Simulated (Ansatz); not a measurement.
Complex (SMILES): F (HF) with [H][H] (H2), atoms 1 to 2 the first; geometry from B3LYP-D3(BJ)/def2-TZVP, monomers rigid:
```xyz
4

F     -0.0503     0.0090    -0.4113
H     -0.1533    -0.6305     0.2513
H     -0.6250    -2.1461     1.4219
H     -0.1185    -1.7955     1.8432
```

Basis-set convergence of the uncorrected interaction energy at HF with Ansatz (a program for electronic structure). Cartesian d functions, on some or all atoms, in 6-31G*, 6-31G**; all else is spherical. No added dispersion term, no relativity. Functions are those of the species that has most. Reference: the counterpoise-corrected one, the value in aug-cc-pV5Z, -0.26 kcal/mol. Deviations are taken from unrounded values.

```csv
basis,functions
STO-3G,8
3-21G,15
6-31G,15
6-31G*,21
6-31G**,30
6-311G**,36
def2-SVPD,47
aug-cc-pVDZ,50
def2-TZVPD,67
jun-cc-pV(T+d)Z,81
def2-TZVPPD,91
aug-cc-pVTZ,115
def2-QZVPPD,165
aug-cc-pVQZ,218
aug-cc-pV5Z,367
```

**Question.** Which is the smallest set listed that can be trusted to 0.5 kcal/mol here, that is, within that of the reference together with its larger relatives (same family, alike in diffuse functions; a set with none to test it counts only in the reference's own line)?

**Answer.** The smallest set listed that lies within 0.5 kcal/mol of the reference with all its larger relatives (same family, alike in diffuse functions; a set with none counts only in the reference's own line) is def2-SVPD (47 functions, -0.39 kcal/mol off). Inside, with no larger relative to test it: 6-311G**. Value minus reference: STO-3G 2.31, 3-21G 0.75, 6-31G 0.77, 6-31G* 0.82, 6-31G** 0.60, 6-311G** 0.13, def2-SVPD -0.39, aug-cc-pVDZ -0.25, def2-TZVPD 0.11, jun-cc-pV(T+d)Z 0.02, def2-TZVPPD 0.01, aug-cc-pVTZ -0.03, def2-QZVPPD 0.00, aug-cc-pVQZ -0.02, aug-cc-pV5Z 0.00 kcal/mol.
